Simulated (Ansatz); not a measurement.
Basis-set series for C$_{6}$H$_{18}$BN$_{3}$, SMILES `CN(C)B(N(C)C)N(C)C`. The species carries charge 0 and has multiplicity 1. The structure was optimised at the PBE0-D4/def2-TZVP level. It is one conformer, not always the lowest.

```xyz
28

C    -0.131   -1.448    2.069
N    -0.690   -0.484    1.162
C    -2.009   -0.052    1.536
B     0.000    0.000    0.000
N    -0.216    1.344   -0.455
C    -0.163    1.728   -1.840
C    -0.506    2.441    0.427
N     0.906   -0.860   -0.707
C     0.730   -2.283   -0.805
C     2.079   -0.385   -1.387
H    -0.703   -2.388    2.090
H     0.896   -1.681    1.789
H    -0.119   -1.058    3.096
H    -2.688   -0.911    1.633
H    -2.419    0.613    0.776
H    -2.021    0.477    2.500
H     0.651    2.437   -2.049
H    -0.023    0.851   -2.471
H    -1.100    2.216   -2.145
H    -0.455    2.116    1.465
H     0.221    3.253    0.293
H    -1.504    2.871    0.250
H     0.706   -2.602   -1.857
H     1.544   -2.842   -0.319
H    -0.211   -2.582   -0.345
H     2.212    0.682   -1.214
H     2.979   -0.899   -1.019
H     2.034   -0.555   -2.473
```

```csv
functional,basis,functions,energy (Eh),HOMO (eV),LUMO (eV)
PBE0-D4,def2-TZVPP,562,-428.31660,-5.83,0.85
PBE0-D4,def2-QZVPP,1110,-428.34101,-5.85,0.50
ωB97M-V,def2-TZVPP,562,-428.60360,-8.11,2.18
ωB97M-V,def2-QZVPP,1110,-428.62726,-8.12,1.60
```

Give the rows for def2-SVP. (Estimate.)

The calculation gave: 
```tsv
functional	basis	functions	energy (Eh)	HOMO (eV)	LUMO (eV)
PBE0-D4	def2-SVP	230	-427.85353	-5.71	1.54
ωB97M-V	def2-SVP	230	-428.11575	-7.99	3.13
```

Positive LUMOs are unbound and depend on the basis.

Results of the Gaussian-basis code of Ansatz.
